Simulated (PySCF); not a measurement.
**Worked example: dipole moment from atomic charges**

C2H4Cl2Si, SMILES Cl/C=C\[SiH2]Cl. Atoms are numbered in the order given.

```xyz
9

Cl    -0.4471     2.5546     0.0000
C      1.0255     1.6440     0.0000
C      1.0392     0.3107     0.0000
Si    -0.5163    -0.7250     0.0000
Cl     0.0686    -2.7146     0.0000
H      1.9154     2.2798     0.0000
H      2.0210    -0.1758     0.0000
H     -1.3312    -0.4812    -1.2213
H     -1.3312    -0.4812     1.2213
```
Charge 0, spin multiplicity 1.

Geometry optimised at PBE0-D3(BJ)/def2-SVP. The structure was generated by enumeration; whether it is a known compound was not checked. Other conformers were not sampled.

Charges (e) from B3LYP/def2-TZVP in PySCF:

```tsv
atom	ESP fit	IAO
Cl1	-0.005	-0.011
C2	-0.275	-0.125
C3	-0.057	-0.467
Si4	0.149	0.851
Cl5	-0.145	-0.334
H6	0.217	0.170
H7	0.121	0.174
H8	-0.002	-0.129
H9	-0.002	-0.129
```

The dipole moment of the full density is 1.68 D.

What dipole moment does each set of point charges give, and which comes closer to that of the density?


μ = Σ q r, and 1 e Å = 4.8032 D.
ESP fit: Σ q r = (0.240, 0.278, 0.000) e Å, |μ| = 1.76 D.
IAO: Σ q r = (-0.050, 0.392, 0.000) e Å, |μ| = 1.90 D.
ESP fit comes closer in size. Point charges leave out the atoms' own dipoles (lone pairs, polarised bonds); fits to the potential absorb them, partitions of the density don't.
